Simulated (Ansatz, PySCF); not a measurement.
Species: SiI$_{2}$, charge 1, multiplicity 2. 
Structure (B3LYP-D3(BJ)/def2-TZVP (Ansatz, a program for electronic structure) minimum search):
```xyz
3

Si     0.0472    -0.0293     0.9926
I      1.1223     1.7630    -0.1329
I     -1.1348    -1.7552    -0.1293
```
Charge +1, spin multiplicity 2.

Total electronic energies in hartree. Valence correlation only, unless marked. UHF or UKS for open shells. Spin-orbit coupling is left out. The frozen core is the preceding noble-gas configuration, with the filled d and f shells of earlier blocks. Past Kr the def2 sets carry scalar-relativistic core potentials. STO-3G rows are all-electron and non-relativistic. CBS(X,Y): correlation extrapolated as X^-3; Hartree-Fock from the larger set. The bracket is a focal-point correction in the basis named.

```
level                                                                 program   energy (Eh)
-------------------------------------------------------------  --------------  ------------
HF/def2-TZVPP                                                          Ansatz    -882.02122
SVWN5/def2-TZVPD                                                       Ansatz    -882.69821
PBE-D3(BJ)/def2-TZVPD                                          Ansatz + dftd3    -884.49670
B3LYP-D3(BJ)/def2-TZVPD                                        Ansatz + dftd3    -884.86968
PBE0/def2-TZVP                                                         Ansatz    -884.55942
PBE0/def2-QZVPP                                                        Ansatz    -884.57102
BHLYP-D4/def2-TZVPD                                            Ansatz + dftd4    -884.56189
TPSSh-D4/def2-TZVPD                                             PySCF + dftd4    -884.49379
MN15-D3(BJ)/def2-TZVPD                                          PySCF + dftd3    -883.10274
HSE06/def2-TZVPD                                                       Ansatz    -884.55112
CAM-B3LYP/def2-TZVPD                                                   Ansatz    -884.65482
LC-wPBE-D3(BJ)/def2-TZVPD                                      Ansatz + dftd3    -884.61525
wB97X-V/def2-TZVPD                                                     Ansatz    -884.56886
B2GP-PLYP-D4/def2-TZVPD                                        Ansatz + dftd4    -883.78850
B2GP-PLYP/def2-TZVPD                                                   Ansatz    -883.78640
B2PLYP-D4/def2-TZVPD                                           Ansatz + dftd4    -883.98717
MP2/STO-3G                                                             Ansatz  -13986.87310
RI-MP2/def2-TZVPP                                                      Ansatz    -882.36707
RI-MP2/CBS(def2-TZVPPD,def2-QZVPPD)                                    Ansatz     -882.4532
SCS-MP2/def2-SVPD                                                      Ansatz    -882.15429
RI-MP2/CBS(def2-TZVPP,def2-QZVPP)+[CCSD(T)-MP2]/def2-SVP               Ansatz     -882.4928
RI-MP2/CBS(def2-TZVPPD,def2-QZVPPD)+[CCSD(T)-MP2]/def2-SVPD            Ansatz     -882.4942
RI-MP2/CBS(def2-TZVPPD,def2-QZVPPD)+[CCSD(T)-MP2]/def2-TZVPPD          Ansatz     -882.5082
```

Totals of different functionals don't rank their quality; only differences between species are comparable.
